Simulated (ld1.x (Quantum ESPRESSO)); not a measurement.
## palladium, PAW: configuration errors across variants

* Element: Pd
* Generator: ld1.x (Quantum ESPRESSO) 7.5
* Type: PAW
* Functional: PBE
* Relativity: fully relativistic
* Frozen core: [Kr]
* Valence charge: 10
* Reference configuration: 4d10 5s0 5p0
* Partial waves: 5s (bound, empty): rcut 2.00, rcutus 2.55 bohr; 5s channel at 0.95 Ry: rcut 2.00, rcutus 2.55 bohr; 5p (bound, empty): rcut 2.75, rcutus 3.70 bohr; 5p channel at 0.8 Ry: rcut 2.75, rcutus 3.70 bohr; 4d (bound): rcut 1.05, rcutus 1.45 bohr; 4d channel at 1.3 Ry: rcut 1.05, rcutus 1.45 bohr
* Local potential: all-electron potential smoothed inside 2.20 bohr (lloc = -1)
* Core correction: a·sin(br)/r model core, default radius (core density twice the valence density)
* Augmentation charge: BESSEL, radius 1.05 bohr

Open shells are filled in proportion to 2j + 1 (rel_dist='average').

All-electron excitation energies from the reference (eV): (1) 4d9 5s0 5p0 9.119; (2) 4d8 5s0 5p0 29.938; (3) 4d7 5s0 5p0 64.296; (4) 4d8 5s1 5p0 13.644; (5) 4d9 5s0 5p1 5.238; (6) 4d9.5 5s0 5p0 3.236; (7) 4d6 5s0 5p0 113.635.

The default core radius of the base comes out at 0.86 bohr.

Tests that are not counted but printed errors over 1 eV. “local potential all-electron potential smoothed inside 1.55 bohr (lloc = -1)”: 4d9 5s0 5p1 (solver errors, printed error +1.2 eV). “waves 5s (bound): rcut 1.80, rcutus 1.90 bohr; 5s channel at 0.95 Ry: rcut 1.80, rcutus 1.90 bohr”: 4d8 5s1 5p0 (solver errors, printed error -4.0 eV).

2 further variants failed, have other tests or another functional or relativity, and are left out.

Errors AE − PS in meV (a dash: test not solved or not reliable):

```tsv
change	(1)	(2)	(3)	(4)	(5)	(6)	(7)	bound ghosts
base	-19	-154	-568	-121	-16	-3.0	-1464	not determined
local potential all-electron potential smoothed inside 1.55 bohr (lloc = -1)	-19	-154	-567	-122	–	-3.0	-1459	not determined
wave 5s channel at 0.95 Ry: rcut 2.00, rcutus 2.55 bohr becomes 5s channel at 0.71 Ry: rcut 2.00, rcutus 2.55 bohr	-19	-154	-568	-120	-16	-3.0	-1464	not determined
waves 5s (bound): rcut 1.80, rcutus 1.90 bohr; 5s channel at 0.95 Ry: rcut 1.80, rcutus 1.90 bohr	-19	-154	-568	–	-16	-3.0	-1464	not determined
waves 4d (bound): rcut 1.05, rcutus 1.94 bohr; 4d channel at 1.3 Ry: rcut 1.05, rcutus 1.94 bohr	-19	-153	-560	-85	-16	-3.0	-1437	not determined
augmentation GAUSS, radius 1.00 bohr	-19	-154	-568	-119	-16	-3.0	-1464	not determined
waves 5p (bound): rcut 2.75, rcutus 4.68 bohr; 5p channel at 0.8 Ry: rcut 2.75, rcutus 4.68 bohr	-19	-154	-568	-121	-5.8	-3.0	-1464	not determined
type ultrasoft; local potential all-electron potential smoothed inside 3.05 bohr (lloc = -1); augmentation built from norm-conserving waves at rcut, not smoothed further	-19	-152	-561	-180	-35	-2.9	-1437	none
core correction a·sin(br)/r model core inside 0.70 bohr	-19	-154	-568	-120	-16	-3.0	-1464	not determined
```

Question: Give the same row for: local potential all-electron potential smoothed inside 3.98 bohr (lloc = -1).

Answer: -19, -161, -609, -114, -22, -2.9, -1595; bound ghosts: not determined.
